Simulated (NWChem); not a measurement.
Molecule: CH₃ClO₂Si; SMILES O=CO[SiH2]Cl

```xyz
8

O      1.0560    -1.8823     0.4109
C      0.2186    -1.9149    -0.4526
O     -0.7147    -0.9565    -0.6638
Si    -0.8273     0.4078     0.3422
Cl     0.7034     1.7369    -0.0377
H      0.1006    -2.7281    -1.1830
H     -0.8079     0.0242     1.7652
H     -2.0958     1.0308    -0.0751
```
Atoms are numbered in this order, from 1.

All runs: NWChem. Pople sets run with spherical d functions. Coordinates come from a B3LYP/6-31G* (spherical d) optimisation. B3LYP is NWChem's, with the RPA form of VWN correlation. Level: B3LYP/6-31G* with SMD (1 M gas to 1 M solution), gas-phase geometry. Reactions with the solvent are ignored.

Task: Predict the results for solvent water. Quantities: solvation free energy (kcal/mol); cavity-dispersion-structure term (kcal/mol); dipole in solution (D).

Result: 
- solvation free energy (kcal/mol) = -1.5
- cavity-dispersion-structure term (kcal/mol) = 4.6
- dipole in solution (D) = 3.10
